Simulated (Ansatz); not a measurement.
`BC(=C)S` + `NCS` → `BSCN` + `C=CS`  (ligand exchange at a B–C bond)

Program: Ansatz. Geometries: PBE0-D4/def2-TZVP. ΔE: electronic, gas phase. CCSD(T)/CBS is the MP2 limit (def2-TZVPP, def2-QZVPP) plus CCSD(T) − MP2 in def2-TZVPP, frozen cores. This one scheme is used for every species. DFT in def2-TZVPP. One conformer a species, not always the lowest.

```tsv
level	ΔE (kJ/mol)
LDA (SPW92)	-85.1
revPBE	-83.2
PBE0	-81.5
CCSD(T)/def2-TZVPP	-77.6
```

Problem. What does CCSD(T)/CBS give? (Estimate.)

Solution. The calculation gave: -76.8 kJ/mol. The listed levels differ from it by -8.3, -6.4, -4.7, -0.8 kJ/mol.

Largest T1 diagnostic among the species: 0.013.

From BLYP to BHLYP (50 % exact exchange), in def2-TZVPP and without D4, ΔE moves by +3.8 kJ/mol. At CCSD(T), def2-SVP lies −9.8 kJ/mol from the extrapolated value and def2-TZVPP −0.8 kJ/mol.
